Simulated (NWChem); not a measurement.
Species: silanone (SiH2O); SMILES O=[SiH2]

```xyz
4

Si     0.0000     0.0000    -0.4385
O      0.0000     0.0000     1.1138
H      0.0000    -1.2480    -1.2820
H      0.0000     1.2480    -1.2820
```
Atoms are numbered in this order, from 1.

Geometry: optimised at PBE-D3(BJ)/def2-SVP.

 Unshifted, non-relativistic core excitations; the lowest 4 roots alone, so stronger bands may lie above.

List the first O K-edge excitations from BHandHLYP/6-311G** (spherical d), restricted-window TDA (NWChem).


```json
[
 {"state": "S1", "energy (eV)": "527.4", "dipole oscillator strength": "0.0366", "leading excitation (squared amplitude)": "1s of atom 2 or its equivalents → LUMO (0.97)"},
 {"state": "S2", "energy (eV)": "530.4", "dipole oscillator strength": "0.0207", "leading excitation (squared amplitude)": "1s of atom 2 or its equivalents → LUMO+1 (0.87)"},
 {"state": "S3", "energy (eV)": "533.4", "dipole oscillator strength": "0.0007", "leading excitation (squared amplitude)": "1s of atom 2 or its equivalents → LUMO+2 (0.94)"},
 {"state": "S4", "energy (eV)": "533.6", "dipole oscillator strength": "0.0285", "leading excitation (squared amplitude)": "1s of atom 2 or its equivalents → LUMO+3 (0.73)"}
]
```
